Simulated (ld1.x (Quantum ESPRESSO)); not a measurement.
**Which change was made? (N, TM)**

* Element: nitrogen (N)
* Generator: ld1.x (Quantum ESPRESSO) 7.5
* Type: norm-conserving Troullier–Martins (Kleinman–Bylander form)
* Functional: LDA (PZ)
* Relativity: scalar-relativistic
* Frozen core: [He]
* Valence charge: 5
* Reference configuration: 2s2 2p1 (charge +2)
* Partial waves: 2s (bound): rc 0.95 bohr; 3d channel at 0.1 Ry: rc 1.60 bohr; 2p (bound): rc 1.85 bohr
* Local potential: the p channel
* Core correction: a·sin(br)/r model core, default radius (core density twice the valence density)

Cutoffs, loose and tight: the cutoffs (Ry, on a coarse ladder) from which the occupation-weighted sum of valence levels, in a spherical-Bessel basis at the reference potential, stays within 10 and 1 mRy of its value at 400 Ry. They do not see the model core or the augmentation charge, which bear on the density cutoff. Test errors are all-electron minus pseudo excitation energies from the reference, over the configurations 2s2 2p3; 2s2 2p2; 2s2 2p0; 2s0 2p5; 2s1 2p3; 2s1 2p4; 2s2 2p2.5 (two spin-polarised tests are not counted in the largest error); variants that change the core or the reference have their own tests.

The base gives: outcome: generated; cutoff, loose: 55 Ry; cutoff, tight: 140 Ry; bound ghosts: none; largest test error (meV): +517.

Task: After one change the result is: outcome: generated; cutoff, loose: 60 Ry; cutoff, tight: 140 Ry; bound ghosts: d; largest test error (meV): +1396. Which change was it?
A. local potential all-electron potential smoothed inside 0.80 bohr (lloc = -2)
B. wave 2s (bound): rc 0.95 bohr becomes 2s (bound): rc 1.28 bohr
C. reference 2s2 2p0
D. type ultrasoft; waves now 2s (bound): rcut 0.85, rcutus 0.95 bohr; 2s channel at 1.05 Ry: rcut 0.85, rcutus 0.95 bohr; 2p (bound): rcut 1.60, rcutus 1.85 bohr; 2p channel at -0.15 Ry: rcut 1.60, rcutus 1.85 bohr; 3d channel at 0.1 Ry: rcut 1.40, rcutus 1.60 bohr; local potential all-electron potential smoothed inside 1.05 bohr (lloc = -1); augmentation built from norm-conserving waves at rcut, not smoothed further
E. wave 2p (bound): rc 1.85 bohr becomes 2p (bound): rc 2.54 bohr

Result: C. The others give: wave 2s (bound): rc 0.95 bohr becomes 2s (bound): rc 1.28 bohr → outcome: generated; cutoff, loose: 40 Ry; cutoff, tight: 90 Ry; bound ghosts: none; largest test error (meV): +620 | type ultrasoft; waves now 2s (bound): rcut 0.85, rcutus 0.95 bohr; 2s channel at 1.05 Ry: rcut 0.85, rcutus 0.95 bohr; 2p (bound): rcut 1.60, rcutus 1.85 bohr; 2p channel at -0.15 Ry: rcut 1.60, rcutus 1.85 bohr; 3d channel at 0.1 Ry: rcut 1.40, rcutus 1.60 bohr; local potential all-electron potential smoothed inside 1.05 bohr (lloc = -1); augmentation built from norm-conserving waves at rcut, not smoothed further → outcome: generated, overlap not positive; bound ghosts: not determined (overlap not positive); largest test error (meV): -1423 | wave 2p (bound): rc 1.85 bohr becomes 2p (bound): rc 2.54 bohr → outcome: generated; cutoff, loose: 55 Ry; cutoff, tight: 140 Ry; bound ghosts: d; largest test error (meV): +1752 | local potential all-electron potential smoothed inside 0.80 bohr (lloc = -2) → outcome: generated; cutoff, loose: 55 Ry; cutoff, tight: 140 Ry; bound ghosts: none; largest test error (meV): +661. A file whose overlap is not positive is unfit for use, and its test errors describe a broken file.
